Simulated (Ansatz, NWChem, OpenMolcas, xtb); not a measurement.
**Ligand exchange: KBr + CsF → KF + CsBr**

Species: KBr, singlet; CsF, singlet; KF, singlet; CsBr, singlet. The partners trade Br for F: K–Br and Cs–F bonds give way to K–F and Cs–Br.

Shapes, held fixed at every level: PBE0-D4/def2-TZVP; CsF, CsBr at the measured bond length. Programs: Ansatz 0.2.0, NWChem 7.3.0, OpenMolcas 26.06, xtb 6.7.1. Electronic energies: no zero-point or thermal term.

```json
{"level": "GFN2-xTB", "kind": "semi-empirical", "ΔE (kJ/mol)": "-21.9", "less BCCD(T)/def2-TZVPP": "-29.1"}
{"level": "HF/def2-TZVPP", "kind": "Hartree–Fock", "ΔE (kJ/mol)": "+4.6", "less BCCD(T)/def2-TZVPP": "-2.6"}
{"level": "BLYP/def2-TZVPP", "kind": "GGA", "ΔE (kJ/mol)": "+7.9", "less BCCD(T)/def2-TZVPP": "+0.7"}
{"level": "M06-L/def2-TZVPP", "kind": "meta-GGA", "ΔE (kJ/mol)": "+7.8", "less BCCD(T)/def2-TZVPP": "+0.6"}
{"level": "B3LYP/def2-TZVPP", "kind": "global hybrid", "ΔE (kJ/mol)": "+7.8", "less BCCD(T)/def2-TZVPP": "+0.6"}
{"level": "BHLYP/def2-TZVPP", "kind": "global hybrid", "ΔE (kJ/mol)": "+7.0", "less BCCD(T)/def2-TZVPP": "-0.2"}
{"level": "wB97X/def2-TZVPP", "kind": "range-separated hybrid", "ΔE (kJ/mol)": "+7.5", "less BCCD(T)/def2-TZVPP": "+0.3"}
{"level": "MP2/def2-TZVPP", "kind": "perturbation theory", "ΔE (kJ/mol)": "+6.0", "less BCCD(T)/def2-TZVPP": "-1.2"}
{"level": "BCCD(T)/def2-TZVPP", "kind": "coupled cluster or CI", "ΔE (kJ/mol)": "+7.2", "less BCCD(T)/def2-TZVPP": "0.0"}
```

The highest level, BCCD(T)/def2-TZVPP, gives ΔE = +7.2 kJ/mol; the levels span -21.9 to +7.9. They disagree on the sign: 8 of 9 are positive. The column of differences is taken from that level and isn't an error. No measured value is set beside it here. For atoms past krypton def2 sets carry core potentials with scalar relativity. Relativity is left out for Br. Outer-core shells of Br, Cs, K are correlated, in sets that cover them unevenly.
